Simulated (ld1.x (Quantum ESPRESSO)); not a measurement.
# scandium: excitation energies, all-electron against TM semilocal

* Element: Sc
* Generator: ld1.x (Quantum ESPRESSO) 7.5
* Type: norm-conserving Troullier–Martins (semilocal form)
* Functional: LDA (PZ)
* Relativity: scalar-relativistic
* Frozen core: [Ar]
* Valence charge: 3
* Reference configuration: 3d1 4s1 4p1
* Partial waves: 4s (bound): rc 2.60 bohr; 4p (bound): rc 3.00 bohr; 3d (bound): rc 2.15 bohr; 4f channel at 0.3 Ry: rc 2.60 bohr
* Local potential: the f channel
* Core correction: Bessel-smoothed model core, default radius (core density twice the valence density)

Energies are relative to the spin-unpolarised reference configuration 3d1 4s1 4p1; without spin polarisation the order of configurations can differ from experiment. Spin-polarised rows fill each open shell by Hund’s rule, majority spin first.

```tsv
valence configuration	charge	ΔE all-electron (eV)	error AE − PS (meV)
3d1 4s1 4p0	+1	4.226	-1.0
3d1 4s0 4p0	+2	17.187	-21
3d0 4s2 4p0	+1	5.767	-216
3d2 4s0 4p0	+1	4.878	-222
3d2 4s1 4p0	0	-1.220	-132
3d1 4s1.5 4p0	+0.5	-0.017	-1.4
3d1 4s1 4p1 (spin-polarised)	0	-0.882	+43
3d1 4s2 4p0 (spin-polarised)	0	-2.992	+34
```

Question: What are ΔE and the potential's error for 3d1 4s2 4p0?

Answer: ΔE = -2.841 eV all-electron; the error (AE − PS) is -1.6 meV.
